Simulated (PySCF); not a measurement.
B(Cl)(GeH3)(OMe) (CH₆BClGeO), SMILES CO[B](Cl)[GeH3]. Heavy atoms are numbered as in [B:1]([Cl:2])([GeH3:3])[O:7][CH3:8]. Hydrogens are named by the atom that carries them.

Geometry: PBE-D3(BJ)/def2-SVP. One conformer was computed; it need not be the lowest.

Method: PBE0/pcSseg-1 in PySCF.

GIAO shieldings, no solvent; atoms alike by connectivity are averaged. δ = σ(ref) − σ: ¹¹B against BF3 (σ = 88.8 ppm); ³⁵Cl against HCl (σ = 945.9 ppm); ⁷³Ge against GeH4 (σ = 1658.3 ppm); ¹H against TMS (σ = 31.56 ppm); ¹⁷O against H2O (σ = 334.2 ppm); ¹³C against TMS (σ = 186.3 ppm), references at their B3LYP-D3(BJ)/def2-TZVP geometries, non-relativistic (without spin–orbit terms, shifts of atoms bonded to Cl or Br come out too high).

```
nucleus       atoms  count  δ (ppm)
-------  ----------  -----  -------
¹¹B              B1      1     37.0
³⁵Cl            Cl2      1    258.6
⁷³Ge     Ge3 (GeH3)      1    -20.6
¹H          H on C8      3     4.51
¹H         H on Ge3      3     4.09
¹⁷O              O7      1    218.1
¹³C        C8 (CH3)      1     64.7
```
